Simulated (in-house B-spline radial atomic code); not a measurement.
## Ionising La with different functionals

Computed with a radial B-spline atomic code at the basis-set limit: scalar-relativistic (spin-free X2C) Hamiltonian, Fermi nucleus of rms radius 4.855 fm, spin-polarised at highest spin, spherical fractional occupations for the functionals, and exact exchange of hybrids averaged over the configuration. The ionisation energy is the difference of two self-consistent energies, [Xe] 5d1 6s2 → [Xe] 5d2, without Breit or QED terms; ε is the level of the shell that loses the electron (its least bound occupied spin orbital). The two configurations differ by more than the removed electron. There is no spin-orbit coupling in this Hamiltonian.

| method | rung | ΔSCF (eV) | -ε(6s) (eV) |
| --- | --- | --- | --- |
| PBE0 | global hybrid | 5.39 | 3.99 |
| B3LYP | global hybrid | 5.75 | 3.92 |
| TPSSh | global hybrid | 5.30 | 3.66 |
| BHandHLYP | global hybrid | 5.46 | 4.36 |
| r2SCAN0 | global hybrid | ? | ? |
| B97-1 | global hybrid | ? | ? |
| HSE06 | range-separated hybrid | 5.46 | 3.68 |
| wB97X | range-separated hybrid | 5.71 | 5.58 |
| CAM-B3LYP | range-separated hybrid | 5.59 | 4.76 |
| LC-wPBE | range-separated hybrid | 4.99 | 5.42 |

Q: What does r2SCAN0 give?

A: ΔSCF 5.27 eV, and -ε(6s) = 4.00 eV.

Q: What does B97-1 give?

A: ΔSCF 5.68 eV, and -ε(6s) = 3.88 eV.

Q: Among the functionals, which spreads more, the ΔSCF values or the orbital energies?

A: The orbital energies: ΔSCF values span about 0.76 eV and the orbital energies 1.92 eV.

Q: How do they compare with the NIST value?

A: NIST lists 5.577 eV (measured, ground level to ground level). Errors run from -0.59 to +0.17 eV; CAM-B3LYP is closest (+0.01 eV), but part of that can be cancellation, since the calculations leave out spin-orbit coupling, Breit-QED terms, multiplet and fine-structure energies.
